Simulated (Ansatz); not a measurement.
An input meant for the cluster Ge2S5⁻ (charge -1, doublet; scaled by 1.25).

```yaml
crystal:
  periodic: [false, false, false]
  atoms:
    - {symbol: Ge, position_ang: [-1.051389, -1.632452, 1.934721]}
    - {symbol: Ge, position_ang: [1.275983, 0.283006, -0.474713]}
    - {symbol: S, position_ang: [3.175968, 1.368480, -1.914911]}
    - {symbol: S, position_ang: [-1.482810, 1.463997, -1.424401]}
    - {symbol: S, position_ang: [0.409877, -2.415420, -0.487394]}
    - {symbol: S, position_ang: [-3.092494, 0.286377, 0.077647]}
    - {symbol: S, position_ang: [0.764864, 0.646024, 2.289038]}
basis:
  gaussian: {orbitals: cc-pVDZ, final_grid: {core_spheres: 1, valence_spheres: 1, degree: 5}}
total_charge: -1
magnetization: {spin_polarized: true, initial_magnetization: 1}
hamiltonian: {xc: {name: r2SCAN}}
scf: {omitted_lower_state_checks: [starts]}
output: {forces: true}
```

```sh
$ ansatz run in.yaml --threads 4 --pin off --events-out ev --progress --plain --max-ram 4787MiB
```

Output, abridged:

```
Functional definition: r2SCAN
1621 factors; integrals over basis functions are off by at most 5.4e-4 eV
mean field evaluation 1: about -167199.8384 eV, gradient 3.0e1 eV
mean field evaluation 2: about -166970.9382 eV, gradient 1.3e2 eV
mean field evaluation 4: about -167204.6795 eV, gradient 1.8e1 eV
mean field evaluation 8: about -167165.7022 eV, gradient 6.7e1 eV
mean field evaluation 16: about -167192.3222 eV, gradient 9.3e-1 eV
mean field -167192.63689798 eV, -6144.2160787612 hartree, gradient 8.8e-6 eV, S^2 2.023562; 0 other end points of the search recorded, 0 dependent functions left out
reference -167192.63689815 eV, -6144.2160787675 hartree; 73, 72 occupied and 71, 72 virtual orbitals, 1621 factors
Total energy: -167192.63689815 eV, -6144.2160787675 hartree
Atom 0 at    -1.051389    -1.632452     1.934721 Å, force     6.326642     4.280713    -5.706712 eV/Å
Atom 1 at     1.275983     0.283006    -0.474713 Å, force    -4.897551    -4.108172     4.901664 eV/Å
Atom 2 at     3.175968     1.368480    -1.914911 Å, force     1.505242     0.687913    -0.985367 eV/Å
Atom 3 at    -1.482810     1.463997    -1.424401 Å, force    -0.805099    -2.177518     2.507749 eV/Å
Atom 4 at     0.409877    -2.415420    -0.487394 Å, force    -2.160812     6.859168     5.722506 eV/Å
Atom 5 at    -3.092494     0.286377     0.077647 Å, force     3.703715     0.302939    -0.761755 eV/Å
Atom 6 at     0.764864     0.646024     2.289038 Å, force    -3.672136    -5.845043    -5.678085 eV/Å
Dipole moment:    -0.490724    -0.648158     0.930634 e Å
Checks for a lower state left out: starts
```

In this input the integration grid is far too coarse. The calculation finished and met its thresholds. The result belongs to that input, not to the species as meant.

The highest occupied level of an anion often lies above zero with these methods, and sets without diffuse functions describe the outer electron poorly. The charge -1 doublet is spin-contaminated (final ⟨S²⟩ up to 2.02, 0.75 for a pure state).
